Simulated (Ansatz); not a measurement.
`NC[SiH2]P` and `C=C[SiH2]CN` differ in one atom or group.

Ansatz, PBE0-D4/def2-TZVP geometries, multiplicity 1. Each molecule was computed in one conformer, which needn't be the lowest.

| property | `NC[SiH2]P` |
| --- | --- |
| HOMO energy (B3LYP/def2-TZVPP) / eV | -6.74 |
| HOMO–LUMO gap (B3LYP/def2-TZVPP) / eV | 6.74 |
| size of the dipole moment (ωB97M-V/def2-TZVPP) / D | 1.54 |
| HOMO–LUMO gap (ωB97M-V/def2-TZVPP) / eV | 11.31 |
| HOMO–LUMO gap (PBE/def2-TZVPP) / eV | 4.87 |
| HOMO energy (PBE/def2-TZVPP) / eV | -5.49 |

Question: Give the same properties after the change, and the shifts. (An estimate is asked.)

Answer: Computed: 
```tsv
property	`C=C[SiH2]CN`	shift
HOMO energy (B3LYP/def2-TZVPP) / eV	-6.28	0.46
HOMO–LUMO gap (B3LYP/def2-TZVPP) / eV	5.53	-1.21
size of the dipole moment (ωB97M-V/def2-TZVPP) / D	1.10	-0.44
HOMO–LUMO gap (ωB97M-V/def2-TZVPP) / eV	10.29	-1.02
HOMO–LUMO gap (PBE/def2-TZVPP) / eV	3.64	-1.23
HOMO energy (PBE/def2-TZVPP) / eV	-5.15	0.34
```

With PBE0 the HOMO rises by 0.48 eV and the LUMO falls by 0.76 eV, so the gap narrows by about 1.24 eV. PBE moves the HOMO by 0.34 eV and ωB97M-V by 0.57 eV. Dipoles are sizes alone; their direction can turn.

B3LYP here is the variant with VWN-RPA as its local correlation; programs differ in this.
